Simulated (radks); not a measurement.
Yb3+, 67 electrons, occupied as [Xe] 4f11 5d1 6s1 (not the ground configuration). Calculated with a radial shooting solver on a logarithmic mesh with Libxc functionals: scalar-relativistic Kohn-Sham, PBE, spin-polarised, spherical densities, point nucleus; open shells are filled with parallel spins first (spin-orbit coupling, left out, can overturn this in heavy ions). Some entries of the table are withheld. Estimate them.

orbital  occ.  eigenvalue (hartree)  <r^2> (bohr^2)  <r> (bohr)
1s up       1             -2252.708       0.0005297     0.01966
1s down     1             -2252.707       0.0005297     0.01966
2s up       1             -383.3621        0.008210     0.08333
2s down     1             -383.3582        0.008210     0.08333
2p up       3             -338.0690        0.006716     0.07415
2p down     3             -338.0659        0.006716     0.07415
3s up       1             -88.10779         0.05371      0.2168
3s down     1             -88.04951         0.05367      0.2167
3p up       3             -74.45825         0.05424      0.2163
3p down     3             -74.39980         0.05419      0.2162
3d up       5             -57.83981         0.04515      0.1962
3d down     5             -57.79440         0.04509      0.1961
4s up       1             -19.04076          0.2668      0.4862
4s down     1             -18.92453          0.2669      0.4863
4p up       3             -14.54021          0.3022      0.5155
4p down     3             -14.42658          0.3024      0.5157
4d up       5              -8.61735          0.3551      0.5536
4d down     5              -8.50570          0.3558      0.5541
5s up       1              -3.62833           1.476       1.147
5s down     1              -3.55793           1.481       1.149
5p up       3              -2.49873           1.974       1.322
5p down     3              -2.43283           1.977       1.324
4f up       7                   (1)          0.5657      0.6711
4f down     4                   (2)          0.5754      0.6760
5d up       1              -1.17694           3.867       1.834
5d down     0              -1.11160           3.852       1.831
6s up       1              -1.04212           8.172       2.710
6s down     0              -0.97174           8.147       2.706

Answer. 
(1) 4f up eigenvalue (hartree): -2.08015
(2) 4f down eigenvalue (hartree): -1.97235
